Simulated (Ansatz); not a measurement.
VTe₄, relaxed as a doublet with UKS PBE-D4/def2-SVP in Ansatz, starting from the GFN1-xTB geometry. Force threshold 0.02 eV/Å.

In the def2 sets Te takes a core potential; there is no spin–orbit coupling. The charge 0 doublet is spin-contaminated (final ⟨S²⟩ up to 1.47, 0.75 for a pure state). The structure comes from a short search, and lower isomers may exist.

Start:

```xyz
5

V    -0.075   -1.259   -0.630
Te   -1.183    1.088    1.082
Te    1.326    1.389    0.157
Te    1.036    0.324   -2.314
Te   -1.103   -1.543    1.705
```

**Question.** Estimate the energy that the relaxation releases and the steps that it takes.

**Answer.** 45.4 kcal/mol, in 13 steps; 48 s on 4 threads of Arm Neoverse V2 on a shared host. No frequencies were taken in this run, so the end may be a saddle point.

**Question.** Does the start keep its bonding?

**Answer.** Bonds lost: Te2–Te3 (atoms count from 1).

**Question.** Predict the relaxed structure.

**Answer.** 
Cartesian coordinates in Å:
```
V 0.0138 -0.0209 0.0061
Te -1.9048 0.7105 1.6037
Te 2.0554 1.5146 -0.4960
Te 1.0799 -0.2650 -2.3591
Te -1.2444 -1.9393 1.2453
```
Bond lengths: 4 × Te–V 2.60 to 2.61 Å; 2 × Te–Te 2.75 Å.
